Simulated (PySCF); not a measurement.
# Electronic structure of Co⁺ (cobalt, charge +1) at the UHF level

Configuration: [Ar] 3d8, high-spin 3F determinant. Computed with PySCF 2.14 in x2c-TZVPPall (6s5p4d2f1g, 64 functions), with scalar relativity by spin-free X2C-1e.

```
Total energy                        : -1391.566955 hartree
One-electron energy                 : -1924.3749 hartree
Hartree (Coulomb) energy            : 591.4628 hartree
Exchange energy                     : -58.6548 hartree
⟨S²⟩                                : 2.0052
⟨L²⟩                                : 12.030
Sum of ⟨r⟩                          : 17.29 bohr
Sum of ⟨r²⟩                         : 19.71 bohr²
Langevin diamagnetic susceptibility : -15.6 ×10⁻⁶ cm³/mol
```

```json
{"shell": "1s α", "electrons": "1", "mean orbital energy (eV)": "-7779.4", "spread (eV)": "0", "rms radius, mean of both spins (bohr)": "0.0649"}
{"shell": "1s β", "electrons": "1", "mean orbital energy (eV)": "-7779.4", "spread (eV)": "0", "rms radius, mean of both spins (bohr)": "0.0649"}
{"shell": "2s α", "electrons": "1", "mean orbital energy (eV)": "-967.87", "spread (eV)": "0", "rms radius, mean of both spins (bohr)": "0.276"}
{"shell": "2s β", "electrons": "1", "mean orbital energy (eV)": "-966.16", "spread (eV)": "0", "rms radius, mean of both spins (bohr)": "0.276"}
{"shell": "2p α", "electrons": "3", "mean orbital energy (eV)": "-825.66", "spread (eV)": "0", "rms radius, mean of both spins (bohr)": "0.249"}
{"shell": "2p β", "electrons": "3", "mean orbital energy (eV)": "-823.97", "spread (eV)": "0", "rms radius, mean of both spins (bohr)": "0.249"}
{"shell": "3s α", "electrons": "1", "mean orbital energy (eV)": "-130.45", "spread (eV)": "0", "rms radius, mean of both spins (bohr)": "0.837"}
{"shell": "3s β", "electrons": "1", "mean orbital energy (eV)": "-125.53", "spread (eV)": "0", "rms radius, mean of both spins (bohr)": "0.837"}
{"shell": "3p α", "electrons": "3", "mean orbital energy (eV)": "-88.136", "spread (eV)": "0", "rms radius, mean of both spins (bohr)": "0.900"}
{"shell": "3p β", "electrons": "3", "mean orbital energy (eV)": "-82.193", "spread (eV)": "0", "rms radius, mean of both spins (bohr)": "0.900"}
{"shell": "3d α", "electrons": "5", "mean orbital energy (eV)": "-20.838", "spread (eV)": "1.384", "rms radius, mean of both spins (bohr)": "1.27"}
{"shell": "3d β", "electrons": "3", "mean orbital energy (eV)": "-18.391", "spread (eV)": "0", "rms radius, mean of both spins (bohr)": "1.27"}
```

Densities and radii are taken from the X2C orbitals without a picture-change correction, which distorts them close to the nucleus.

Spin-orbit constants ζ (cm⁻¹) from the X2C one-electron operator on these orbitals: bare nucleus, nucleus screened by l(l+1)(2l+1)/3 electrons, and screened by the Breit-Pauli mean field of the electrons.

| shell | bare | screened nucleus | mean field |
| --- | --- | --- | --- |
| 2p | 83550 | 77360 | 74520 |
| 3p | 10050 | 9306 | 8903 |
| 3d | 867.8 | 546.4 | 489.4 |

To first order the Landé constant is A = -244.7 cm⁻¹, so the lowest level has J = 4 and lies 0.0910 eV below the centre of the term. This holds in LS coupling only.
